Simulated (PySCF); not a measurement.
# Telling isomers of C₃H₃BF₂ apart by NMR

[PySCF 2.14: J: B3LYP/pcJ-1; PBE0-D3(BJ)/def2-SVP structure; shieldings: GIAO PBE0/pcSseg-1; no solvent model; averaged over atoms made equivalent by symmetry, fast rotation or ring inversion; one computed conformer; no relativistic terms]

δ = σ(ref) − σ, references computed at the same level: 1H (σref 31.27), 13C (σref 184.41) vs TMS. Multiplet labels drop J under 1 Hz and among equivalent protons, and merge close values. Unscaled 3J(H,H) run several per cent high. Vicinal couplings that depend on rotamer populations or ring flexing (ring, CH–CH, X–H and H–F types) are those of the one conformer. Carbons bonded to boron are broad in practice. Shifts are as computed. Against solution values, carbons near 30 ppm lie about +2 ppm off and those near 130 ppm about +5 ppm. Of 1309 compounds with measured shifts, 239 miss one by over three times the rms of a fit or turn the order of signals round; such compounds aren't used in these exercises.

(1) Tabulate the signals of `FB(F)C1C=C1`, `CC#CB(F)F` and their relative energies.

(2) What is the quickest way to tell FB(F)C1C=C1 from CC#CB(F)F?

## Answers

(1) 
```tsv
SMILES	carbon types	δC	δH	E rel. (kcal/mol)
FB(F)C1C=C1	3×CH	111.3, 1.4	6.95 (d, 2H), 0.74 (tt, 1H)	25.9
CC#CB(F)F	2×C 1×CH3	110.0, 79.5, 5.5	2.01 (t, 3H)	0.0
```

Energies are electronic energies at PBE0/pcSseg-1 on these geometries, without zero-point or thermal terms, each for the one conformer computed, which needn't be the lowest.

(2) Count the carbon signals: 2 against 3. The first has an alkene CH at 111.3 ppm, the second an alkyne carbon (C) at 110.0 ppm. In the proton spectra the most deshielded non-exchanging signals are 6.95 (d, J = 2.0 Hz, 2H) and 2.01 (t, J = 3.1 Hz, 3H).
